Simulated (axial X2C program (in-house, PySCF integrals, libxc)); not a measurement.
Potential curves of Ge₂, 2c

Computed with an axial X2C code built on PySCF integrals. Two-component (2c) means X2C with spin–orbit coupling and atomic mean-field two-electron Coulomb and Gaunt terms. Basis: Ge dyall-cv3z [9s9p7d4f1g] (cores contracted in-house); Gaussian nuclei, density fitting, unrestricted open shells. Masses: Ge 73.921 u.

State: Ω = 1 (⟨Sz⟩ = 1.00, ⟨Lz⟩ = 0.00 at PBE0). Energies in kJ/mol from the lowest point of each curve. Fits are polynomials in 1 − R0/R over 0.85 to 1.23 times the lowest point R0.

```csv
R (Å),PBE0
2.0715,76.11
2.1667,31.72
2.2381,12.58
2.3096,2.67
2.3810,0.00
2.4643,3.87
2.5477,13.38
2.6548,31.41
2.7858,59.08
2.9762,104.39
```

The state is one determinant whose occupation by symmetry is held fixed; it was picked as the lowest of a PBE0 search that is not exhaustive. Density functionals use the spin component along the axis (collinear). PBE0 can misorder states that lie within some tenths of an eV, so this need not be the ground state of the molecule. The nearest other 2c determinant of the search, Ω = 2, lies 0.34 eV up at the distance of the search. With several unpaired electrons one determinant need not be a pure state. Open-shell Ω = 0 determinants with evenly filled partner blocks cannot be reached by this program, so the Ω shown need not be the lowest component. This is the Ω = 1 component of a π² triplet; the 0⁺ component is not one determinant and can lie lowest.

(1) What are Re and ωe at the PBE0 level?

Answers

(1) At PBE0, 2c: Re = 2.376 Å, ωe ≈ 291 cm⁻¹; Be follows as 0.0808 cm⁻¹.
